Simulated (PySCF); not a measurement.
An unknown is described by computed data only.

Formula: C4H8F3NO.

| Property | Result |
| --- | --- |
| Rotational structure | rotational constants A, B, C: 3.748, 0.693, 0.668 GHz [GFN2-xTB] |
| Polarisability | 65.9 au [PBE0/def2-SVPD] |
| NMR, other nuclei | isotropic shieldings of nuclei other than C and H, by class: 231 (1 N), 226 (1 O), 249 (3 F) ppm [GIAO PBE0/pcSseg-1] |
| 13C NMR | chemical shifts (computed TMS as zero) by class: 131.0 (1 C), 71.3 (1 C), 43.2 (1 C), 34.3 (1 C) ppm [GIAO PBE0/pcSseg-1] |
| 1H NMR | chemical shifts (computed TMS as zero) by class: 4.64 (2 H), 3.11 (2 H), 1.90 (2 H), 0.46 (2 H) ppm [GIAO PBE0/pcSseg-1] |
| UV, strongest line | among the 6 lowest singlet transitions: S4 at 7.54 eV (164 nm, f = 0.024) [TDDFT PBE0/def2-SVPD] |
| Dipole | 4.41 D [PBE0/def2-SVPD] |
| Triplet | lowest triplet excitation (Tamm–Dancoff): 6.06 eV [TDA PBE0/def2-SVPD] |

The electronic properties come from PySCF, for the isolated species, density fitting. Levels stand in brackets. NMR shifts are as computed; neighbouring signals can stand in another order in a measured spectrum. One conformer (not necessarily the lowest) at the GFN2-xTB geometry, without solvent, vibrations or thermal averaging. Each NMR value is the plain mean over a class of atoms that symmetry, rotation or inversion makes alike.

Q: Give a SMILES that accounts for the data.

A: Numbering: `[NH2:1][CH2:2][CH2:3][CH2:4][O:5][C:6]([F:7])([F:8])[F:9]`. Its formula, C4H8F3NO, gives 0 degrees of unsaturation, so no ring and no π bond. 4 carbons fall into 4 classes; from least to most shielded: CF3 carbon [C6] (131.0 ppm), sp3 carbon bound to oxygen [C4] (71.3 ppm), sp3 carbon bound to nitrogen [C2] (43.2 ppm), chain CH2 carbon [C3] (34.3 ppm). Hydrogen classes from least to most shielded: 2 H on an sp3 carbon bound to oxygen, C4 (4.64 ppm, a mean of values up to 1.1 ppm apart in this geometry), 2 H on an sp3 carbon bound to nitrogen, C2 (3.11 ppm, a mean of values up to 0.8 ppm apart in this geometry), 2 H on a chain CH2 carbon, C3 (1.90 ppm), 2 H on a primary amine nitrogen, N1 (0.46 ppm, a mean of values up to 0.8 ppm apart in this geometry). The other shieldings belong to: 231 ppm, primary amine nitrogen [N1]; 226 ppm, ether oxygen [O5]; 249 ppm, fluorine of a CF3 group [F7/F8/F9]. The optimised geometry has point group C1 and is an asymmetric top. Structure: `NCCCOC(F)(F)F`. The assignments are read from this structure; whether some other isomer fits the data as well wasn't checked.
